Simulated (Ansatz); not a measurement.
`C[O][Mo](=[O])([OH])=[S]`, relaxed with RKS PBE-D4/def2-SVP in the Gaussian-basis code of Ansatz from a rough embedded geometry. The force threshold is 0.03 eV/Å; the program also tests the step.

Total charge 0; spin multiplicity 1. Mo: def2 effective core potential.

Start:

```xyz
10

C    -0.059    1.522   -0.245
O     1.117    0.839    0.087
Mo    0.487   -1.066    0.435
O    -0.360   -1.124    2.122
O    -0.754   -1.706   -1.016
S     2.140   -2.308    0.560
H    -0.831    1.334    0.454
H    -0.322    1.145   -1.276
H     0.206    2.646   -0.347
H    -1.623   -1.281   -0.775
```

Question: By how much does the energy fall, and how many steps does the optimiser take? (Estimate.)

Answer: The calculation gave: 163.11 kJ/mol, in 43 steps, 6 of them rejected.

Question: Which bonds change most? (Estimate.)

Answer: The calculation gave: Mo3–O4 from 1.888 to 1.697 Å; O2–Mo3 from 2.037 to 1.855 Å; Mo3–O5 from 2.014 to 1.888 Å; Mo3–S6 from 2.072 to 2.145 Å.

Question: Give the relaxed structure. (Estimate.)

Answer: Computed: 
```xyz
10

C     0.103    1.872   -0.196
O    -0.484    0.628    0.130
Mo   -0.002   -1.140    0.418
O    -0.707   -1.678    1.864
O    -0.541   -2.226   -1.029
S     2.135   -1.198    0.591
H    -0.233    2.639    0.534
H    -0.222    2.180   -1.213
H     1.212    1.802   -0.173
H    -1.261   -2.879   -0.927
```
